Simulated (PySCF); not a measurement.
iodine monochloride (ClI), singlet, geometry from GFN2-xTB (all electrons, no relativity), with bond 2-1 at 1.8 times its length; CASSCF(4,3)/STO-3G (PySCF).

Input for PySCF:
```python
from pyscf import gto, scf, mcscf
import numpy

mol = gto.Mole()
mol.atom = '''
    Cl   -0.00000000   -0.00000000   -1.74625423
    I     0.00000000    0.00000000    2.40521809
'''
mol.basis = 'sto-3g'
mol.verbose = 4
mol.build()

mf = scf.RHF(mol)
mf.kernel()
mc = mcscf.CASSCF(mf, 3, 4)
mc.fix_spin_(ss=0.0)
mc.kernel()
occ = numpy.linalg.eigvalsh(mc.fcisolver.make_rdm1(mc.ci, mc.ncas, mc.nelecas))[::-1]
ss = mc.fcisolver.spin_square(mc.ci, mc.ncas, mc.nelecas)[0]
print('natural occupations', occ.round(4), ' <S^2>', round(ss, 4))
```

Q: Write the output that PySCF gives for this input, abridged.

A: 
```
PySCF version 2.14.0

[INPUT] verbose = 4
[INPUT] num. atoms = 2
[INPUT] num. electrons = 70
[INPUT] charge = 0
[INPUT] spin (= nelec alpha-beta = 2S) = 0
[INPUT] symmetry False subgroup None
[INPUT] Mole.unit = angstrom
[INPUT] Symbol           X                Y                Z      unit          X                Y                Z       unit  Magmom
[...]
nuclear repulsion = 114.848090096123
number of shells = 16
number of NR pGTOs = 108
number of NR cGTOs = 36
basis = sto-3g
ecp = {}

******** <class 'pyscf.scf.hf.RHF'> ********
method = RHF
initial guess = minao
damping factor = 0
level_shift factor = 0
DIIS = <class 'pyscf.scf.diis.CDIIS'>
diis_start_cycle = 1
diis_space = 8
diis_damp = 0
SCF conv_tol = 1e-09
SCF conv_tol_grad = None
SCF max_cycles = 50
direct_scf = True
direct_scf_tol = 1e-13
Set gradient conv threshold to 3.16228e-05
Initial guess from minao.
init E= -7282.23493006536

WARN: HOMO -0.556671137213853 == LUMO -0.55667113721381

cycle= 1 E= -7304.75857093556  delta_E= -22.5  |g|= 0.0282  |ddm|= 2.16

WARN: HOMO -0.0517211013219598 == LUMO -0.0515534415968282

cycle= 2 E= -7304.92459037119  delta_E= -0.166  |g|= 0.00497  |ddm|= 3.33
[...]
cycle= 3 E= -7304.75815134681  delta_E= 0.166  |g|= 0.0203  |ddm|= 3.33
[...]
cycle= 4 E= -7304.75816665635  delta_E= -1.53e-05  |g|= 0.0172  |ddm|= 0.0036
[...]
cycle= 5 E= -7304.92459334513  delta_E= -0.166  |g|= 0.00415  |ddm|= 3.33
[...]
cycle= 6 E= -7304.92460184789  delta_E= -8.5e-06  |g|= 0.00361  |ddm|= 0.00488
[...]
cycle= 7 E= -7304.75815135647  delta_E= 0.166  |g|= 0.02  |ddm|= 3.33
[...]
cycle= 8 E= -7304.9245913356  delta_E= -0.166  |g|= 0.00459  |ddm|= 3.33
[...]
cycle= 9 E= -7304.75816576863  delta_E= 0.166  |g|= 0.0159  |ddm|= 3.33
[...]
cycle= 10 E= -7304.92459358803  delta_E= -0.166  |g|= 0.00377  |ddm|= 3.33
[...]
cycle= 11 E= -7304.92459594164  delta_E= -2.35e-06  |g|= 0.00325  |ddm|= 0.00139
[...]
cycle= 12 E= -7304.75816466209  delta_E= 0.166  |g|= 0.0161  |ddm|= 3.33
[...]
cycle= 13 E= -7304.75814975493  delta_E= 1.49e-05  |g|= 0.0205  |ddm|= 0.00248
[...]
cycle= 14 E= -7304.92459223961  delta_E= -0.166  |g|= 0.00424  |ddm|= 3.33
[...]
cycle= 15 E= -7304.92456882374  delta_E= 2.34e-05  |g|= 0.0149  |ddm|= 3.45
[...]
cycle= 16 E= -7304.92453875934  delta_E= 3.01e-05  |g|= 0.0223  |ddm|= 0.0033
[...]
cycle= 17 E= -7304.92459117725  delta_E= -5.24e-05  |g|= 0.00455  |ddm|= 3.46
[...]
cycle= 18 E= -7304.75814930877  delta_E= 0.166  |g|= 0.0207  |ddm|= 3.33
[...]
cycle= 19 E= -7304.75856005217  delta_E= -0.000411  |g|= 0.0224  |ddm|= 0.0601

WARN: HOMO -0.0518744285467413 == LUMO -0.0514816714316716

cycle= 20 E= -7304.92459035852  delta_E= -0.166  |g|= 0.00498  |ddm|= 3.33
[...]
cycle= 21 E= -7304.75818439897  delta_E= 0.166  |g|= 0.0159  |ddm|= 3.33
[...]
cycle= 22 E= -7304.75817769678  delta_E= 6.7e-06  |g|= 0.0165  |ddm|= 0.0328
[...]
cycle= 23 E= -7304.75820109515  delta_E= -2.34e-05  |g|= 0.016  |ddm|= 0.162
[...]
cycle= 24 E= -7304.92460360516  delta_E= -0.166  |g|= 0.00361  |ddm|= 3.33
[...]
cycle= 25 E= -7304.92460260751  delta_E= 9.98e-07  |g|= 0.00391  |ddm|= 0.078
[...]
cycle= 26 E= -7304.92460500125  delta_E= -2.39e-06  |g|= 0.00612  |ddm|= 1.44
[...]
cycle= 27 E= -7304.92460016663  delta_E= 4.83e-06  |g|= 0.00576  |ddm|= 1.05
[...]
cycle= 28 E= -7304.75818098229  delta_E= 0.166  |g|= 0.0194  |ddm|= 3.33
[...]
cycle= 29 E= -7304.76146607677  delta_E= -0.00329  |g|= 0.0571  |ddm|= 0.377
[...]
cycle= 30 E= -7304.75823377824  delta_E= 0.00323  |g|= 0.0252  |ddm|= 2.24
[...]
cycle= 31 E= -7304.75822697248  delta_E= 6.81e-06  |g|= 0.0246  |ddm|= 0.0884
[...]
cycle= 32 E= -7304.7587499466  delta_E= -0.000523  |g|= 0.032  |ddm|= 1.38
[...]
cycle= 33 E= -7304.75820252326  delta_E= 0.000547  |g|= 0.0216  |ddm|=  1.5
[...]
cycle= 34 E= -7304.92495652271  delta_E= -0.167  |g|= 0.0148  |ddm|= 3.33
[...]
cycle= 35 E= -7304.92476196439  delta_E= 0.000195  |g|= 0.0103  |ddm|= 0.481
[...]
cycle= 36 E= -7304.92471118001  delta_E= 5.08e-05  |g|= 0.00962  |ddm|= 0.994
[...]
cycle= 37 E= -7304.75839464234  delta_E= 0.166  |g|= 0.0224  |ddm|= 3.33
[...]
cycle= 38 E= -7304.75881376234  delta_E= -0.000419  |g|= 0.0317  |ddm|= 1.48
[...]
cycle= 39 E= -7304.7584308224  delta_E= 0.000383  |g|= 0.0262  |ddm|= 1.17
[...]
cycle= 40 E= -7304.75856255234  delta_E= -0.000132  |g|= 0.0265  |ddm|= 0.497
[...]
cycle= 41 E= -7304.75854647726  delta_E= 1.61e-05  |g|= 0.0283  |ddm|= 1.33
[...]
cycle= 42 E= -7304.75877381528  delta_E= -0.000227  |g|= 0.0295  |ddm|= 1.19
[...]
cycle= 43 E= -7304.75902240094  delta_E= -0.000249  |g|= 0.0333  |ddm|= 1.36
[...]
cycle= 44 E= -7304.75929389345  delta_E= -0.000271  |g|= 0.0369  |ddm|= 1.74

WARN: HOMO -0.0515364626433344 == LUMO -0.0510556977165922

cycle= 45 E= -7304.9245885395  delta_E= -0.165  |g|= 0.00489  |ddm|= 3.33
[...]
cycle= 46 E= -7304.75817158765  delta_E= 0.166  |g|= 0.0199  |ddm|= 3.33
[...]
cycle= 47 E= -7304.75815267342  delta_E= 1.89e-05  |g|= 0.0199  |ddm|= 0.192
[...]
cycle= 48 E= -7304.75816293048  delta_E= -1.03e-05  |g|= 0.0196  |ddm|= 0.161
[...]
cycle= 49 E= -7304.75815915119  delta_E= 3.78e-06  |g|= 0.0198  |ddm|= 0.302
[...]
cycle= 50 E= -7304.75817437544  delta_E= -1.52e-05  |g|= 0.0198  |ddm|= 0.316
SCF not converged.
SCF energy = -7304.75817437544

******** <class 'pyscf.mcscf.mc1step.CASSCF'> ********
CAS (2e+2e, 3o), ncore = 33, nvir = 0
max_cycle_macro = 50
max_cycle_micro = 4
conv_tol = 1e-07
conv_tol_grad = None
orbital rotation max_stepsize = 0.02
orbital rotation threshold for CI restart = 0.01
augmented hessian ah_max_cycle = 30
augmented hessian ah_conv_tol = 1e-12
augmented hessian ah_linear dependence = 1e-14
augmented hessian ah_level shift = 1e-08
augmented hessian ah_start_tol = 2.5
augmented hessian ah_start_cycle = 3
augmented hessian ah_grad_trust_region = 3
kf_trust_region = 3
kf_interval = 4
ci_response_space = 4
ci_grad_trust_region = 3
with_dep4 0
natorb = False
canonicalization = True
sorting_mo_energy = False
ao2mo_level = 2
internal_rotation = False
******** <class 'pyscf.fci.addons.SpinPenaltyFCISolver'> ********
max. cycles = 50
conv_tol = 1e-08
davidson only = True
linear dependence = 1e-12
level shift = 0.001
max iter space = 12
nroots = 1
pspace_size = 400
spin = None
CASCI E = -7304.79668504270  S^2 = 0.0000000
Set conv_tol_grad to 0.000316228
macro iter   1 ( 21 JK    4 micro), CASSCF E = -7304.80452835521  dE = -7.84331250e-03  S^2 = 0.0000000
               |grad[o]|=0.051  |grad[c]|=0.00392  |ddm|=0.142  |maxRot[o]|=0.295
macro iter   2 ( 21 JK    4 micro), CASSCF E = -7304.82156694006  dE = -1.70385848e-02  S^2 = 0.0000000
               |grad[o]|=0.0646  |grad[c]|=0.0149  |ddm|=0.172  |maxRot[o]|=0.313
macro iter   3 ( 21 JK    4 micro), CASSCF E = -7304.84462044888  dE = -2.30535088e-02  S^2 = 0.0000000
               |grad[o]|=0.0514  |grad[c]|=0.0181  |ddm|=0.159  |maxRot[o]|=0.308
macro iter   4 ( 21 JK    4 micro), CASSCF E = -7304.85263637965  dE = -8.01593076e-03  S^2 = 0.0000000
               |grad[o]|=0.0453  |grad[c]|=0.0168  |ddm|=0.0129  |maxRot[o]|=0.236
macro iter   5 ( 21 JK    4 micro), CASSCF E = -7304.85341372261  dE = -7.77342963e-04  S^2 = 0.0000000
               |grad[o]|=0.0243  |grad[c]|=0.00338  |ddm|=0.00969  |maxRot[o]|=0.0899
macro iter   6 ( 15 JK    4 micro), CASSCF E = -7304.85343546222  dE = -2.17396127e-05  S^2 = 0.0000000
               |grad[o]|=0.00438  |grad[c]|=0.0141  |ddm|=0.0212  |maxRot[o]|=0.0852
macro iter   7 (  9 JK    3 micro), CASSCF E = -7304.85343647801  dE = -1.01579008e-06  S^2 = 0.0000000
               |grad[o]|=0.00114  |grad[c]|=0.00763  |ddm|=0.0331  |maxRot[o]|=0.0677
macro iter   8 (  9 JK    3 micro), CASSCF E = -7304.85343659918  dE = -1.21162884e-07  S^2 = 0.0000000
               |grad[o]|=0.000328  |grad[c]|=0.00712  |ddm|=0.0183  |maxRot[o]|=0.0634
macro iter   9 (  7 JK    2 micro), CASSCF E = -7304.85343661943  dE = -2.02535375e-08  S^2 = 0.0000000
               |grad[o]|=0.000155  |grad[c]|=0.00837  |ddm|=0.00292  |maxRot[o]|=0.0698
macro iter  10 ( 16 JK    3 micro), CASSCF E = -7304.85343663605  dE = -1.66201062e-08  S^2 = 0.0000000
               |grad[o]|=0.000123  |grad[c]|=0.000599  |ddm|=0.000255  |maxRot[o]|=0.0278
macro iter  11 (  7 JK    1 micro), CASSCF E = -7304.85343663942  dE = -3.36876838e-09  S^2 = 0.0000000
               |grad[o]|=0.000119  |grad[c]|=5.81e-05  |ddm|=7.79e-05  |maxRot[o]|=0.009
1-step CASSCF converged in  11 macro (168 JK  36 micro) steps
CASSCF canonicalization
Density matrix diagonal elements [1.4235769  1.56373875 1.01268435]
CASSCF energy = -7304.85343663942
CASCI E = -7304.85343663942  E(CI) = -3.99924805348564  S^2 = 0.0000000
natural occupations [2.    1.004 0.996]  <S^2> 0.0
```

The run did not converge; its last values are not results.
